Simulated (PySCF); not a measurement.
**How methods differ on the ionisation energy of Au⁺**

Au⁺ [Xe] 4f14 5d10 → Au²⁺ [Xe] 4f14 5d9 [5d3/2^4 5d5/2^5, M_J = 5/2], as a difference of total energies. All numbers are calculated (PySCF 2.14, the two-component X2C-1e Hamiltonian, in x2c-SVPall-2c (7s9p9d2f, 93 functions)). Correlated levels: [Kr] 4d10 4f14 frozen; the 22 highest virtual spinors dropped. "Screened" scales the spin-orbit matrix elements by Boettger's factors to mimic the two-electron term; Breit and QED terms are absent.

| method | ionisation energy (eV) |
| --- | --- |
| GHF (spin-free) | 19.245 |
| GMP2 (spin-free) | 20.478 |
| GHF (screened spin-orbit) | 18.584 |
| GMP2 (screened spin-orbit) | 19.809 |

The spin-free rows lack the spin-orbit shift.

Errors of the correlated levels include the incompleteness of this basis and the frozen core.

Task: Which method comes closest to the reference value, and which is furthest?

Result: The reference is 20.203 ± 0.025 eV (measured; NIST Atomic Spectra Database, ionization energies). Closest: GMP2 (spin-free) (error 0.275 eV); furthest: GHF (screened spin-orbit) (error -1.619 eV).
